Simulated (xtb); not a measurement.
C3F5 (SMILES F[C]=C(F)C(F)(F)F), doublet, at a GFN2-xTB geometry; GFN2-xTB (xtb).

Input for xtb:
```
$ xtb mol.xyz --gfn 2 --uhf 1 --hess --json

# file mol.xyz
8

F      2.60094538     1.14283506     0.08089861
C      1.43096998     0.69793299    -0.24220788
C      0.44692092     0.10911001     0.37558517
F      0.44992855    -0.20912959     1.70017522
C     -0.83543288    -0.29579618    -0.32144863
F     -1.90245541     0.30342010     0.21057985
F     -0.79671474     0.03356214    -1.61483549
F     -1.04667580    -1.61151893    -0.25143729
```

It wrote (shortened):

```
   ID    Z sym.   atoms
    1    9 F      1, 4, 6-8
    2    6 C      2, 3, 5

           -------------------------------------------------
          |                Calculation Setup                |
           -------------------------------------------------

           -------------------------------------------------
          |                 G F N 2 - x T B                 |
           -------------------------------------------------

          ...................................................
          :                      SETUP                      :
          :.................................................:
          :  # basis functions                  32          :
          :  # atomic orbitals                  32          :
          :  # shells                           16          :
          :  # electrons                        47          :
          :  max. iterations                   250          :
          :  Hamiltonian                  GFN2-xTB          :
          :  restarted?                      false          :
          :  GBSA solvation                  false          :
          :  PC potential                    false          :
          :  electronic temp.          300.0000000     K    :
          :  accuracy                    1.0000000          :
          :  -> integral cutoff          0.2500000E+02      :
          :  -> integral neglect         0.1000000E-07      :
          :  -> SCF convergence          0.1000000E-05 Eh   :
          :  -> wf. convergence          0.1000000E-03 e    :
          :  Broyden damping             0.4000000          :
          :  net charge                          0          :
          :  unpaired electrons                  1          :
          ...................................................

 iter      E             dE          RMSdq      gap      omega  full diag
   1    -30.0290385 -0.300290E+02  0.536E+00    3.90       0.0  T
   2    -30.0709591 -0.419207E-01  0.293E+00    4.01       1.0  T
   3    -30.0711562 -0.197007E-03  0.150E+00    3.85       1.0  T
   4    -30.0720002 -0.844050E-03  0.591E-01    4.04       1.0  T
   5    -30.0744156 -0.241535E-02  0.945E-02    3.93       1.0  T
   6    -30.0744225 -0.697023E-05  0.390E-02    3.93       1.0  T
   7    -30.0744231 -0.566161E-06  0.121E-02    3.93       2.9  T
   8    -30.0744233 -0.167160E-06  0.353E-03    3.93      10.0  T
   9    -30.0744233 -0.119629E-07  0.539E-04    3.93      65.6  T
[...]
         :: total energy             -29.942567300815 Eh    ::
[...]
          :.................................................:

    mode    ω/cm⁻¹     T·S(HO)/kcal·mol⁻¹    T·S(FR)/kcal·mol⁻¹   T·S(vib)
   ------------------------------------------------------------------------
       1     23.60    -1.88001 (  4.73%)    -1.27828 ( 95.27%)    -1.30673
       2    131.83    -0.87037 ( 97.97%)    -0.76923 (  2.03%)    -0.86832
       3    160.80    -0.75741 ( 99.07%)    -0.71040 (  0.93%)    -0.75698
       4    197.63    -0.64251 ( 99.59%)    -0.64931 (  0.41%)    -0.64254
   ------------------------------------------------------------------------

   temp. (K)  partition function   enthalpy   heat capacity  entropy
                                   cal/mol     cal/K/mol   cal/K/mol   J/K/mol
 298.15  VIB   164.                 3064.415     18.230     18.484
         ROT  0.362E+06              888.752      2.981     28.416
         INT  0.594E+08             3953.167     21.210     46.899
         TR   0.145E+28             1481.254      4.968     40.505
         TOT                        5434.4211    26.1786    87.4044   365.7002

       T/K    H(0)-H(T)+PV         H(T)/Eh          T*S/Eh         G(T)/Eh
   ------------------------------------------------------------------------
    298.15    0.866030E-02    0.355282E-01    0.415287E-01   -0.600043E-02
   ------------------------------------------------------------------------

         :::::::::::::::::::::::::::::::::::::::::::::::::::::
         ::                  THERMODYNAMIC                  ::
         :::::::::::::::::::::::::::::::::::::::::::::::::::::
         :: total free energy         -29.948567733939 Eh   ::
         ::.................................................::
         :: total energy              -29.942567300910 Eh   ::
         :: zero point energy           0.026867935882 Eh   ::
         :: G(RRHO) w/o ZPVE           -0.032868368911 Eh   ::
         :: G(RRHO) contrib.           -0.006000433029 Eh   ::
         :::::::::::::::::::::::::::::::::::::::::::::::::::::

           -------------------------------------------------
          | TOTAL ENERGY              -29.942567300910 Eh   |
          | TOTAL ENTHALPY            -29.907039063760 Eh   |
          | TOTAL FREE ENERGY         -29.948567733939 Eh   |
          | GRADIENT NORM               0.000042438858 Eh/α |
          | HOMO-LUMO GAP               3.931008596816 eV   |
           -------------------------------------------------

normal termination of xtb
```
